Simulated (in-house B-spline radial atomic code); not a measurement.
Computed with a B-spline radial atomic code. Model: two electrons, singlet ground state, non-relativistic, full CI in B-splines with partial waves to l = 8 (at full coupling up to 3e-4 hartree above the limit, correlation up to 0.6 % small), density held at that of full coupling by Lieb maximisation.

W(λ) is the mean repulsion in the state of coupling λ less the Hartree energy of the fixed density. Its start is exact exchange, its initial slope is twice the second-order Görling-Levy correlation energy, and its area from 0 to 1 is E_xc. A straight curve means weak, dynamic correlation, and a curve that drops fast and flattens means strong correlation.

Command:
```bash
python run_ac.py task.json out
```
Settings (lengths in bohr, energies in hartree):
```
potential              yukawa
strength               4.02
lmax                   8
second                 1.03
```

Time taken, with all properties: 26 s on 1 thread of Intel(R) Xeon(R) Processor @ 2.30GHz (shared host).

**W = mean repulsion less Hartree energy, and W of three functionals.**

Given: confinement screened point charge; nuclear charge 4.02; screening of the nucleus 1.03 1/bohr; external potential -Z exp(-k r)/r.

Computed: LDA exchange minus exact 297.43 millihartree; SCAN exchange minus exact -9.0461 millihartree.

| coupling | W xc (hartree) | W xc minus exchange (millihartree) | kinetic minus Kohn-Sham (millihartree) | LDA (PW92) W minus its exchange (millihartree) | PBE W minus its exchange (millihartree) | SCAN W minus its exchange (millihartree) |
| --- | --- | --- | --- | --- | --- | --- |
| 0 | -2.1464 | 0 | 0 | 0 | 0 | 0 |
| 0.02 | -2.1484 | -1.911 | 0 | -13.64 | -1.78 | -1.83 |
| 0.05 | ? | ? | ? | ? | ? | ? |
| 0.12 | -2.1578 | -11.341 | 0.7 | -56.23 | -10.84 | -10.72 |
| 0.25 | -2.1698 | -23.304 | 2.9 | -96.49 | -22.65 | -21.82 |
| 0.4 | -2.1832 | -36.708 | 7.2 | -134.22 | -36.13 | -34.1 |
| 0.6 | ? | ? | ? | ? | ? | ? |
| 0.8 | -2.2169 | -70.493 | 27.4 | -212.67 | -70.75 | -64.66 |
| 1 | -2.2328 | -86.392 | 41.7 | -244.77 | -87.24 | -78.91 |
| 1.4 | -2.2628 | -116.39 | 77.6 | -300.2 | -118.54 | -105.67 |
| 2 | -2.3038 | -157.33 | 147 | -368.58 | -161.56 | -142.11 |
| 3 | -2.3629 | -216.48 | 294 | -458.22 | -224.25 | -194.97 |
| 4.5 | -2.4351 | -288.61 | 562.4 | -559.25 | -301.84 | -260.39 |
| 7 | -2.5246 | -378.17 | 1070.8 | -679.01 | -401.05 | -344.18 |
| 10 | -2.6002 | -453.74 | 1706.4 | -779.56 | -488.83 | -417.88 |

(1) What belongs in the row 0.05?

(2) What belongs in the row 0.6?

(3) What is the PBE exchange minus exact?

**Energy parts, natural occupations and partial-wave weights.**

Computed: total energy -7.0359 hartree; exchange energy -2.1464 hartree; kinetic part of the DFT correlation energy 0.041715 hartree; initial slope twice GL2 -0.095774 hartree; kinetic part over minus potential part 0.48286; Kohn-Sham kinetic 12.428 hartree; Lieb Oxford ratio E_xc over LDA exchange 1.185.

```tsv
natural	occupation of the shell (electrons)
s	1.9958
p	?
s	0.0018611
d	0.00010389
p	8.1372e-05
s	4.1225e-05
```

(4) What belongs in the row p?

| wave | weight |
| --- | --- |
| s | 0.99886 |
| p | ? |
| d | 5.877e-05 |
| f | 8.5255e-06 |
| g | 2.0059e-06 |

(5) What belongs in the row p?

(6) What is the correlation energy?

(7) What is the Hartree energy?

## Answers

(1) W xc (hartree): -2.1512; W xc minus exchange (millihartree): -4.761; kinetic minus Kohn-Sham (millihartree): 0.1; LDA (PW92) W minus its exchange (millihartree): -28.57; PBE W minus its exchange (millihartree): -4.49; SCAN W minus its exchange (millihartree): -4.54.

(2) W xc (hartree): -2.2004; W xc minus exchange (millihartree): -53.945; kinetic minus Kohn-Sham (millihartree): 15.8; LDA (PW92) W minus its exchange (millihartree): -176.42; PBE W minus its exchange (millihartree): -53.7; SCAN W minus its exchange (millihartree): -49.75.

(3) 27.459 millihartree.

(4) occupation of the shell (electrons): 0.0020502.

(5) weight: 0.0010701.

(6) -0.044677 hartree.

(7) 4.2929 hartree.

Half-way to full coupling W has made 52 % of its drop, against 50 % for a straight line, and second-order (GL2) theory, half the initial slope, overshoots the correlation energy by about 7 %: correlation is weak here. Over couplings 0 to 1 the errors in E_xc come to about +195 millihartree for LDA, +28 millihartree for PBE, -5.6 millihartree for SCAN, so SCAN is nearest. In LDA and SCAN the errors of exchange and correlation have opposite signs, so the sum is smaller than the larger of the two.
